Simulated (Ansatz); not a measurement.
One change: `BO[SiH2]S` becomes `SCO[SiH2]S`.

Ansatz, PBE0-D4/def2-TZVP geometries, multiplicity 1. Each molecule was computed in one conformer, which needn't be the lowest.

| property | `BO[SiH2]S` |
| --- | --- |
| HOMO–LUMO gap (B3LYP/def2-TZVPP) / eV | 6.63 |
| size of the dipole moment (ωB97M-V/def2-TZVPP) / D | 0.85 |
| size of the dipole moment (PBE/def2-TZVPP) / D | 0.94 |
| size of the dipole moment (B3LYP/def2-TZVPP) / D | 0.85 |
| HOMO–LUMO gap (PBE/def2-TZVPP) / eV | 4.90 |
| LUMO energy (PBE/def2-TZVPP) / eV | -1.79 |

Question: Give the same properties after the change, and the shifts. (An estimate is asked.)

Answer: Ansatz gave: 
| property | `SCO[SiH2]S` | shift |
| --- | --- | --- |
| HOMO–LUMO gap (B3LYP/def2-TZVPP) / eV | 6.83 | 0.20 |
| size of the dipole moment (ωB97M-V/def2-TZVPP) / D | 0.83 | -0.02 |
| size of the dipole moment (PBE/def2-TZVPP) / D | 0.84 | -0.10 |
| size of the dipole moment (B3LYP/def2-TZVPP) / D | 0.87 | 0.02 |
| HOMO–LUMO gap (PBE/def2-TZVPP) / eV | 5.19 | 0.29 |
| LUMO energy (PBE/def2-TZVPP) / eV | -0.75 | 1.04 |

With PBE0 the HOMO rises by 0.72 eV and the LUMO rises by 0.92 eV, so the gap widens by about 0.20 eV. PBE moves the HOMO by 0.75 eV and ωB97M-V by 0.67 eV. Dipoles are sizes alone; their direction can turn.

B3LYP here is the variant with VWN-RPA as its local correlation; programs differ in this.
